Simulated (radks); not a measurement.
The numbers below are computed, except where a source is named.
Q: Ionisation of neutral calcium, [Ar] 4s2, to Ca+, [Ar] 4s1, under several functionals. Scalar-relativistic Kohn-Sham, spin-polarised, spherical densities, finite nucleus; open shells are filled with parallel spins first; a radial shooting solver on a logarithmic mesh with Libxc functionals. Known Delta-SCF values: LDA (Slater exchange, VWN5 correlation) 6.235 eV. What does Wu-Cohen GGA give, and what is its highest occupied eigenvalue?

A: 5.980 eV by Delta-SCF; the 4s eigenvalue is -3.766 eV. NIST: 6.113 eV (measured).
